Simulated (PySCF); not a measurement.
A side-by-side comparison of computed properties.

First species: C4H7NOSi.
Atom-mapped SMILES: `[CH:1]#[C:2][Si@@H:3]([NH2:4])[O:5][CH:6]=[CH2:7]` (hydrogens: H8 on C1; H9 on Si3; H10, H11 on N4; H12 on C6; H13, H14 on C7)

Cartesian coordinates in Å at the GFN2-xTB level; atoms count from 1:
```
atom  x, y, z in Å
C1     2.3777   -1.6481    1.0451
C2     1.7260   -0.6665    0.8090
Si3    0.6385    0.8015    0.4819
N4     1.4325    1.8273   -0.6399
O5    -0.7045    0.3971   -0.3532
C6    -1.5308   -0.6529   -0.2245
C7    -2.7111   -0.7072   -0.8176
H8     2.9631   -2.5005    1.2411
H9     0.2363    1.3671    1.7776
H10    2.2704    2.3028   -0.3555
H11    0.8742    2.4094   -1.2419
H12   -1.1610   -1.4665    0.3914
H13   -3.0697    0.1045   -1.4255
H14   -3.3423   -1.5685   -0.7102
```

Second species: C8H8Si.
SMILES: `C#C[SiH2]c1ccccc1`

Levels: PBE0/def2-SVPD for dipole moment, HOMO energy, LUMO energy, HOMO–LUMO gap, static isotropic polarisability and electronic spatial extent ⟨r²⟩ about the centre of nuclear charge; TDDFT PBE0/def2-SVPD for lowest singlet excitation; TDA PBE0/def2-SVPD for lowest triplet excitation (Tamm–Dancoff); GFN2-xTB for rotational constant A and rotational constant C. Geometries: GFN2-xTB. All species are isolated and taken at one optimised geometry, non-relativistic unless stated. Electronic properties by PySCF.

Dipoles, sizes and rotational constants follow the conformer. The torsions of the flexible species, by atom-mapped SMILES:
- `[CH:1]#[C:2][Si@@H:3]([NH2:4])[O:5][CH:6]=[CH2:7]`: C2–Si3–O5–C6 42°, Si3–O5–C6–C7 167°, H–N4–Si3–C2 -67°, H–N4–Si3–C2 152°
- `[CH:1]#[C:2][SiH2:3][c:4]1[cH:5][cH:6][cH:7][cH:8][cH:9]1`: C2–Si3–C4–C5 27°

```csv
property,column X,column Y
dipole moment,1.33 D,0.74 D
HOMO energy,-6.85 eV,-7.45 eV
LUMO energy,-0.46 eV,-0.71 eV
HOMO–LUMO gap,6.39 eV,6.74 eV
lowest singlet excitation,5.39 eV,5.41 eV
lowest triplet excitation (Tamm–Dancoff),4.29 eV,4.09 eV
static isotropic polarisability,83.2 au,114.2 au
electronic spatial extent ⟨r²⟩ about the centre of nuclear charge,1105 bohr²,1620 bohr²
rotational constant A,3.070 GHz,3.205 GHz
rotational constant C,1.061 GHz,0.686 GHz
```

Which column belongs to which species?

Column X is the first species and column Y the second. The first has 14 atoms and 60 electrons, the second 17 and 70.

How does each property change from the first species to the second?

dipole moment -0.59 D; HOMO energy -0.60 eV; LUMO energy -0.25 eV; HOMO–LUMO gap +0.35 eV; lowest singlet excitation +0.02 eV; lowest triplet excitation (Tamm–Dancoff) -0.20 eV; static isotropic polarisability +31.0 au; electronic spatial extent ⟨r²⟩ about the centre of nuclear charge +515 bohr²; rotational constant A +0.135 GHz; rotational constant C -0.375 GHz.

On the first: In wavenumbers S1 is 43400 cm⁻¹ (1 eV = 8065.54 cm⁻¹).

On the second: S1 lies 1.33 eV below the HOMO–LUMO gap. In wavenumbers S1 is 43600 cm⁻¹ (1 eV = 8065.54 cm⁻¹).
